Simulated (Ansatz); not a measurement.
CH3Li (SMILES [Li][CH3]) moved off its minimum; all values from Ansatz (a first-principles code), cores frozen in correlated methods.
(charge 0, multiplicity 1)
```xyz
5

Li    -1.1414    -0.5343    -0.9853
C      0.3279     0.1521     0.2567
H      0.7238    -0.3850     0.7948
H     -0.1303     0.9323     0.8657
H      0.8261     0.6287    -0.3960
```

Question: Give the forces (eV/Å), the total energy and the dipole at CCSD(T)/aug-cc-pVTZ.

Answer: 
```csv
atom,Fx,Fy,Fz
Li1,0.097,-0.016,0.239
C2,-12.005,6.637,-5.240
H3,7.831,-10.113,9.586
H4,-0.374,0.212,0.210
H5,4.451,3.279,-4.794
```
Energy -47.1959 hartree, dipole 5.71 D.
